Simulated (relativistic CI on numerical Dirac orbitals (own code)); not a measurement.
S+: what numerical and physical settings do to a radial Dirac CI calculation

Reference input:

```
atom S  Z=16  charge=1  electrons=15
nucleus A=32  rms_radius_fm=3.2611
hamiltonian dirac-coulomb  breit=on  qed=on  c_scale=1
orbitals kli  potential=per-configuration
slater_scale 1
correlation none
mixing on
grid step=0.0125 r_max=51.4
scf mixing=0.4 start=green max_iterations=150 tolerance=2e-08 node_fill=0.05
configurations
  [Ne] 3s2 3p3
  [Ne] 3s 3p4
end
```

Computed lowest total energy -398.14093 Ha, first excitation 18858.5 cm⁻¹, 20 SCF steps. Runs with settings changed; * marks those that are bad on purpose:

```
                                                 Changed        Outcome   Lowest level    ΔE (Ha)  First excitation (cm⁻¹)  SCF steps                                                            Message
                            start potential thomas-fermi      converged  3s²3p³ ⁴S°3/2  -2.22e-10                  18858.5         21                                                                   
            Breit term off, start potential thomas-fermi      converged  3s²3p³ ⁴S°3/2    -0.0875                  18855.2         21                                                                   
start potential previous, SCF mixing 0.7, grid step 0.02      converged  3s²3p³ ⁴S°3/2   3.25e-05                  18858.5         18                                                                   
                          QED terms off, grid step 0.008      converged  3s²3p³ ⁴S°3/2    -0.0575                  18858.5         20                                                                   
                                         grid step 0.3 *  not converged                                                             1  SCF of 1s2 2s2 2p6 3s2 3p3 stopped: an orbital could not be found
                                   SCF tolerance 1e-14 *      converged  3s²3p³ ⁴S°3/2   4.28e-10                  18858.5         40
```

With so few configurations and no correlation, terms lie too far apart (by 10 to 50 % near neutrality), their order can be wrong, and levels of other configurations are missing.
